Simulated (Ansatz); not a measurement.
C₅H₁₄F₂Si₂, SMILES `C[Si](C)(C)C[Si](C)(F)F`, relaxed with RKS PBE-D4/def2-SVP in the Gaussian-basis code of Ansatz from a rough embedded geometry. The force threshold is 0.03 eV/Å; the program also tests the step.

Total charge 0; spin multiplicity 1.

Start:

```xyz
23

C    -1.244    0.676   -1.840
Si    0.185    0.859   -0.674
C     0.369    2.703   -0.422
C     1.756    0.294   -1.415
C    -0.130    0.105    1.009
Si   -0.327   -1.736    0.898
C    -0.618   -2.502    2.546
F    -1.586   -2.035   -0.025
F     1.039   -2.384    0.278
H    -1.335   -0.437   -2.129
H    -1.108    1.199   -2.744
H    -2.186    0.929   -1.340
H    -0.543    3.091    0.038
H     1.243    2.900    0.261
H     0.567    3.240   -1.367
H     1.686   -0.824   -1.732
H     2.601    0.323   -0.747
H     2.008    0.805   -2.352
H    -0.996    0.558    1.460
H     0.739    0.291    1.668
H     0.200   -2.365    3.198
H    -1.534   -2.089    2.982
H    -0.787   -3.600    2.451
```

Problem. How much energy does the relaxation release, and in how many steps? (An estimate is asked.)

Solution. Ansatz gave: 12.75 kcal/mol, in 4 steps.

Problem. Which bonds change most? (Estimate.)

Solution. The calculation gave: Si2–C4 from 1.827 to 1.890 Å; C4–H16 from 1.164 to 1.108 Å; C1–H11 from 1.054 to 1.110 Å; Si6–F8 from 1.589 to 1.644 Å.

Problem. Give the relaxed structure. (An estimate is asked.)

Solution. The calculation gave: 
```xyz
23

C    -1.265    0.626   -1.848
Si    0.207    0.948   -0.707
C     0.400    2.807   -0.400
C     1.793    0.247   -1.460
C    -0.113    0.091    0.973
Si   -0.338   -1.750    0.938
C    -0.646   -2.581    2.577
F    -1.585   -2.121   -0.067
F     0.986   -2.441    0.252
H    -1.411   -0.460   -2.008
H    -1.116    1.111   -2.835
H    -2.204    1.026   -1.412
H    -0.516    3.238    0.056
H     1.251    3.017    0.280
H     0.588    3.346   -1.352
H     1.707   -0.847   -1.615
H     2.663    0.419   -0.794
H     2.013    0.725   -2.437
H    -1.020    0.541    1.435
H     0.737    0.320    1.655
H     0.205   -2.412    3.267
H    -1.562   -2.179    3.054
H    -0.775   -3.675    2.450
```
